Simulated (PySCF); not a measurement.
Magnetisability: `C=C1C[Si@@H](P)C1=O`, C$_{4}$H$_{7}$OPSi

Cartesian coordinates in Å; atom numbers follow the order of the lines, from 1:
```xyz
14

C    -2.4884    0.6149   -0.4059
C    -1.2486    0.1987   -0.1872
C    -0.1585   -0.1884   -1.1543
Si    1.0324   -0.6629    0.2851
P     2.8225    0.6738    0.4364
C    -0.6052   -0.0268    1.1293
O    -1.0353    0.1470    2.2398
H    -2.8904    0.7377   -1.3989
H    -3.1411    0.8434    0.4206
H     0.1534    0.6533   -1.7724
H    -0.4700   -0.9827   -1.8300
H     1.2576   -2.1089    0.4225
H     3.0491    0.3948    1.7743
H     3.7219   -0.2944    0.0186
```

Computed, not measured: PySCF, GIAO PBE0/pcSseg-1 magnetisability, rotational g tensor and spin-rotation constants, non-relativistic, gas phase. Geometry: GFN2-xTB.

**Question.** What are the magnetisability and the molar susceptibility?

**Answer.** Isotropic -1145 × 10⁻³⁰ J/T², or -69.0 × 10⁻⁶ cm³/mol; principal values -1325, -1162, -949 × 10⁻³⁰ J/T², anisotropy 327 × 10⁻³⁰ J/T² (root of half the summed squared differences of the principal values). The susceptibility is in cgs units.

**Question.** Split it along the inertial axes a, b, c into diamagnetic and paramagnetic parts about the centre of mass, with the quadrupole moment.

**Answer.** 
```tsv
axis	χ (10⁻⁶ cm³/mol)	diamagnetic (10⁻⁶ cm³/mol)	paramagnetic (10⁻⁶ cm³/mol)	summed x² of all electrons (Å²)	quadrupole Θ (D Å)
a	-72.0	-479.0	407.0	238.6	+6.95
b	-57.3	-1161.2	1104.0	77.8	-4.34
c	-77.6	-1342.0	1264.4	35.1	-2.61
```
Anisotropies 2χaa − χbb − χcc = -9.1 and 2χbb − χaa − χcc = +35.1 × 10⁻⁶ cm³/mol. Θ is traceless in Buckingham's convention.

**Question.** And the rotational g tensor?

**Answer.** 
| axis | rotational constant (GHz) | g | nuclear part | electronic part |
| --- | --- | --- | --- | --- |
| a | 3.2618 | -0.0510 | 0.5726 | -0.6236 |
| b | 1.1072 | -0.0215 | 0.5527 | -0.5742 |
| c | 0.9452 | -0.0098 | 0.5517 | -0.5615 |

Asymmetric top; isotopes 12C, 1H, 16O, 31P, 28Si; no vibrational averaging.
